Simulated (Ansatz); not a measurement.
Consider the redistribution: `C[CH2][Zn][Cl]` + `C[Si]F` → `[F][Zn][Cl]` + `CC[Si]C`.

Computed with Ansatz on PBE0-D4/def2-TZVP structures; ΔE is electronic, products minus reactants. CCSD(T)/CBS adds triple-zeta CCSD(T) − MP2 to the extrapolated MP2 energy (def2 sets, frozen cores). This one scheme is used for every species. DFT in def2-TZVPP. B3LYP here is the variant with VWN-RPA as its local correlation; programs differ in this. For Zn outer-core shells are correlated without core-valence functions, which leaves a few kJ/mol of doubt a bond. Scalar relativity is left out up to krypton. Each species was taken in one conformer, which may not be the lowest.

CCSD(T)/CBS gives +98.3 kJ/mol.

Q: Another level gave +102.9 kJ/mol. Which?
A. HF/def2-TZVPP
B. B2PLYP/def2-TZVPP
C. ωB97X-V/def2-TZVPP
D. B3LYP/def2-TZVPP

A: C. ωB97X-V 102.9, B2PLYP 111.6, B3LYP 115.7, HF/def2-TZVPP 96.6 kJ/mol.

Largest T1 diagnostic among the species: 0.016.

In def2-TZVPP, CCSD(T) changes the Hartree–Fock value by +7.4 kJ/mol (the triples alone add +1.1 kJ/mol) and MP2 by +12.5 kJ/mol. From BLYP to BHLYP (50 % exact exchange), in def2-TZVPP and without D4, ΔE moves by −9.2 kJ/mol.
